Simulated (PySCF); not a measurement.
CdCl, SMILES [Cl][Cd] (connectivity only; charge and spin as stated), neutral, multiplicity 2.

Geometry: r2SCAN-D4/def2-TZVPD. The spin state was assumed, not searched. The def2 effective core potentials stand for the cores of Cd; spin–orbit coupling is left out.

All values below come from r2SCAN/def2-TZVPD in PySCF.

The molecule is in vacuum.

Computed frontier levels, dipole moment and polarisability:
The α spin, highest occupied and lowest empty level comes out as -6.06 and -1.49 eV and the β spin, highest occupied and lowest empty level is -7.25 and -4.45 eV. The dipole moment is 3.47 D and the mean static polarisability is 54.7 bohr³ (8.11 Å³). The polarisability, principal values comes out as 47.0, 47.0, 70.1 bohr³. The ⟨S²⟩ is 0.754 (pure state 0.75).
